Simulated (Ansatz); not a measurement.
Basis-set extrapolation for ClH2O3Si, SMILES `[O][Si](O)(O)Cl` radical (PBE0-D4/def2-TZVP geometry, frozen core, Ansatz). Multiplicity 2, UHF reference.

```tsv
	cc-pV(T+d)Z	cc-pV(Q+d)Z
HF	-974.486841	-974.513811
MP2 correlation	-0.962266	-1.047598
CCSD(T) correlation	-1.031158	not run
```

Energies in hartree. Use E(X) = E(∞) + A·exp(−5.46·√X) for Hartree–Fock and E(X) = E(∞) + B·X^(−3.05) for correlation, with X = 3 and 4, and add CCSD(T) minus MP2 of the smaller set to the MP2 limit.

What is the CCSD(T) energy at the basis-set limit?

HF limit: -974.513811 + (-0.026970) × 0.30130 = -974.52194. MP2 limit: -1.047598 + (-0.085332) × 0.71189 = -1.10834. Higher-order term: -1.031158 − (-0.962266) = -0.06889. Total: -975.69917 hartree, 475.7 kJ/mol below CCSD(T)/cc-pV(T+d)Z.
